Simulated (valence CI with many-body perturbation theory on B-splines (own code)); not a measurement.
E1 transitions of Cl11+

Computed by configuration interaction combined with many-body perturbation theory (CI+MBPT): four valence electrons over a frozen Dirac-Fock core [He], radial functions for each j: 11 s, 11 p, 9 d, 7 f, 5 g, 2 h, 1 i, with the one-electron correlation potential Σ1 (screened to all orders), the two-electron term Σ2, the three-electron term Σ3, Breit, model QED; selected single and double excitations, second order for the rest, scaled by the run's own slope (own B-spline code, finite nucleus).

No measured levels were compared; by estimate levels of excited configurations hold to 0.05 to 0.15 % of their energy, terms of the ground configuration to about 0.5 %. Among the levels kept, up to 260 cm⁻¹ of a level comes from second order outside the variational space, and about a tenth of that is noise between levels of different J, which matters for small intervals.

Lines 1 to 50 of 232 in falling wavelength, among levels below 394.39 eV, chosen from the strongest by gf and those to the six lowest levels. Wavelengths and rates use the calculated energies, so an error of 300 cm⁻¹ moves a line at 113.6 nm by 0.34 % and its rate by three times that or more. Electric multipoles are in the length gauge, E1 and E2 with the static RPA response of the core. Weak lines are less certain than strong ones. Lines between different terms over intervals too small for the method are left out, as are lines whose strength nearly cancels. The highest levels of a list are the least certain.

Names give the largest LS component (configuration and term), which can be under half, so a name can repeat, a term be missing and a line seem to break the LS rules; names also repeat where a configuration has a term twice.

| λ vac (nm) | Upper | Lower | A (s⁻¹) | log gf | Branch % |
| --- | --- | --- | --- | --- | --- |
| 113.6 | 2s2 2p 3d 1P°_1 | 2s2 2p 3p 1S_0 | 1.83e+08 | -0.97 | 0.0 |
| 111.2 | 2s 2p2 3p 3D°_3 | 2s 2p2 3s 3P_2 | 3.44e+08 | -0.35 | 0.1 |
| 109.4 | 2s 2p2 3p 3D°_2 | 2s 2p2 3s 3P_1 | 3.13e+08 | -0.55 | 0.0 |
| 108.9 | 2s 2p2 3p 3D°_1 | 2s 2p2 3s 3P_0 | 2.35e+08 | -0.90 | 0.0 |
| 103.8 | 2s2 2p 3p 1P_1 | 2s2 2p 3s 3P°_1 | 2.16e+08 | -0.98 | 2.7 |
| 97.09 | 2s 2p2 3p 5D°_3 | 2s 2p2 3s 5P_3 | 1.11e+08 | -0.96 | 12.5 |
| 96.78 | 2s 2p2 3d 5F_3 | 2s 2p2 3p 5D°_3 | 1.14e+08 | -0.95 | 1.1 |
| 96.77 | 2s 2p2 3p 3P°_1 | 2s 2p2 3s 3P_2 | 2.91e+08 | -0.91 | 0.0 |
| 94.81 | 2s 2p2 3p 5D°_2 | 2s 2p2 3s 5P_2 | 3.14e+08 | -0.67 | 26.8 |
| 94.56 | 2s 2p2 3d 5F_5 | 2s 2p2 3p 5D°_4 | 5.87e+08 | -0.06 | 100.0 |
| 94.37 | 2s 2p2 3p 3P°_2 | 2s 2p2 3s 3P_2 | 5.09e+08 | -0.47 | 0.1 |
| 94.29 | 2s 2p2 3d 5F_2 | 2s 2p2 3p 5D°_2 | 2.02e+08 | -0.87 | 3.2 |
| 94.01 | 2s 2p2 3p 5D°_0 | 2s 2p2 3s 5P_1 | 6.92e+08 | -1.04 | 32.2 |
| 93.32 | 2s 2p2 3d 5D_3 | 2s 2p2 3p 5P°_3 | 8.32e+07 | -1.12 | 0.0 |
| 93.11 | 2s 2p2 3d 5F_4 | 2s 2p2 3p 5D°_3 | 5.64e+08 | -0.18 | 16.6 |
| 92.91 | 2s 2p2 3d 5F_1 | 2s 2p2 3p 5D°_1 | 2.60e+08 | -1.00 | 7.8 |
| 92.38 | 2s2 2p 3p 3D_3 | 2s2 2p 3s 3P°_2 | 6.36e+08 | -0.24 | 7.4 |
| 92.29 | 2s 2p2 3p 5D°_1 | 2s 2p2 3s 5P_1 | 5.59e+08 | -0.67 | 1.5 |
| 91.92 | 2s 2p2 3d 5F_3 | 2s 2p2 3p 5D°_2 | 5.06e+08 | -0.35 | 5.0 |
| 91.49 | 2s 2p2 3d 5F_2 | 2s 2p2 3p 5D°_1 | 3.90e+08 | -0.61 | 6.1 |
| 91.23 | 2s 2p2 3d 5F_1 | 2s 2p2 3p 5D°_0 | 3.32e+08 | -0.91 | 10.0 |
| 91.14 | 2s 2p2 3p 3P°_0 | 2s 2p2 3s 3P_1 | 6.72e+08 | -1.08 | 0.1 |
| 90.80 | 2s 2p2 3p 5D°_4 | 2s 2p2 3s 5P_3 | 7.71e+08 | -0.07 | 88.5 |
| 90.51 | 2s2 2p 3p 3D_2 | 2s2 2p 3s 3P°_1 | 5.65e+08 | -0.46 | 6.3 |
| 90.26 | 2s 2p2 3d 5D_4 | 2s 2p2 3p 5P°_3 | 4.87e+08 | -0.27 | 33.8 |
| 90.14 | 2s 2p2 3p 5D°_3 | 2s 2p2 3s 5P_2 | 6.48e+08 | -0.26 | 72.9 |
| 89.94 | 2s 2p2 3d 5D_2 | 2s 2p2 3p 5P°_2 | 3.07e+08 | -0.73 | 0.2 |
| 89.61 | 2s 2p2 3p 5D°_2 | 2s 2p2 3s 5P_1 | 4.14e+08 | -0.60 | 35.2 |
| 89.46 | 2s2 2p 3p 3D_1 | 2s2 2p 3s 3P°_0 | 4.00e+08 | -0.84 | 4.0 |
| 88.99 | 2s 2p2 3p 5P°_2 | 2s 2p2 3s 5P_3 | 3.26e+08 | -0.71 | 4.9 |
| 88.89 | 2s 2p2 3d 5D_3 | 2s 2p2 3p 5P°_2 | 4.38e+08 | -0.44 | 0.1 |
| 88.82 | 2s 2p2 3d 5D_1 | 2s 2p2 3p 5P°_1 | 4.37e+08 | -0.81 | 0.6 |
| 88.39 | 2s 2p2 3d 5D_2 | 2s 2p2 3p 5P°_1 | 2.19e+08 | -0.89 | 0.1 |
| 87.00 | 2s2 2p 3d 3D°_2 | 2s2 2p 3p 3P_1 | 1.24e+08 | -1.15 | 0.0 |
| 85.49 | 2s2 2p 3d 3F°_4 | 2s2 2p 3p 3D_3 | 7.40e+08 | -0.14 | 99.5 |
| 84.96 | 2s2 2p 3d 3D°_3 | 2s2 2p 3p 3P_2 | 4.96e+08 | -0.43 | 0.0 |
| 84.95 | 2s 2p2 3p 5P°_3 | 2s 2p2 3s 5P_3 | 7.54e+08 | -0.24 | 5.2 |
| 84.48 | 2s 2p2 3d 5D_4 | 2s 2p2 3p 5D°_4 | 2.54e+08 | -0.61 | 17.6 |
| 84.48 | 2s 2p2 3p 5P°_1 | 2s 2p2 3s 5P_2 | 7.58e+08 | -0.61 | 2.2 |
| 84.11 | 2s2 2p 3d 3F°_3 | 2s2 2p 3p 3D_2 | 7.32e+08 | -0.26 | 0.5 |
| 83.39 | 2s2 2p 3d 3D°_1 | 2s2 2p 3p 3P_0 | 3.80e+08 | -0.92 | 0.0 |
| 83.11 | 2s 2p2 3p 5P°_2 | 2s 2p2 3s 5P_2 | 2.44e+08 | -0.90 | 3.7 |
| 82.05 | 2s 2p2 3d 5D_3 | 2s 2p2 3p 5D°_3 | 1.52e+08 | -0.97 | 0.0 |
| 81.08 | 2s2 2p 3d 3P°_2 | 2s2 2p 3p 3P_2 | 3.50e+08 | -0.76 | 0.0 |
| 80.75 | 2s2 2p 3p 3P_1 | 2s2 2p 3s 3P°_2 | 8.35e+08 | -0.61 | 1.9 |
| 80.42 | 2s2 2p 3d 1D°_2 | 2s2 2p 3p 3D_1 | 6.47e+08 | -0.50 | 0.1 |
| 80.32 | 2s2 2p 3d 3D°_2 | 2s2 2p 3p 3S_1 | 4.80e+08 | -0.63 | 0.0 |
| 80.07 | 2s2 2p 3d 1F°_3 | 2s2 2p 3p 1D_2 | 9.43e+08 | -0.20 | 0.0 |
| 79.99 | 2s2 2p 3d 3F°_2 | 2s2 2p 3p 1P_1 | 6.21e+08 | -0.53 | 0.2 |
| 79.58 | 2s 2p2 3p 5P°_3 | 2s 2p2 3s 5P_2 | 1.99e+08 | -0.88 | 1.4 |

Task: How does gf follow from A for the line at 83.39 nm?

Result: gf = 1.4992 × (2J+1)_upper × A / σ², with σ = 119919 cm⁻¹ and 2J+1 = 3: gf = 0.119.
